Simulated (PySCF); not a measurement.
Species: [RuO4]- (charge -1 and doublet state).
Geometry (PBE0-D3(BJ)/def2-SVP, Å), atoms numbered from 1 in this order:
```xyz
5
RuO4 angstrom
Ru    -0.0001   -0.0002    0.0000
O      0.0560   -0.0740    1.7069
O      1.6127    0.0776   -0.5600
O     -0.8162    1.3753   -0.6033
O     -0.8525   -1.3787   -0.5436
```

Level of theory: PBE0-D3(BJ)/def2-SVP geometry optimisation, gas phase, def2 core potentials past Kr in PySCF 2.14.0.

(1) Which atoms are bound to Ru1, and at what distances?

(2) List the angles at Ru1.

(3) What is the shape at Ru1?

Answers

(1) 4 atoms: O3 1.709 Å, O4 1.709 Å, O2 1.709 Å, O5 1.709 Å.

(2) 
```csv
angle,degrees,distance of the outer atoms (Å)
O3–Ru1–O5,113.8,2.86
O2–Ru1–O4,113.8,2.86
O2–Ru1–O5,107.4,2.76
O4–Ru1–O5,107.4,2.75
O3–Ru1–O4,107.4,2.75
O2–Ru1–O3,107.3,2.75
```

(3) Distorted tetrahedral: angles from 107.3° to 113.8°; τ4 = (360° − α − β)/141° = 0.94 with α and β the two widest (0 for a square, 1 for a tetrahedron).

Point group: near Td, missed by 0.11 Å at most; the miss may be what the optimiser left on a soft mode (D2d holds within 0.08 Å). Charge -1, doublet. ⟨S²⟩ = 0.758 (exact for a doublet: 0.75). The geometry's basis has no diffuse functions, a weakness for an anion. Stationary, but not proved a minimum.

Caution for open-shell metal species: one SCF solution and one stationary point were followed, and a lower state or a bent or distorted shape isn't ruled out.
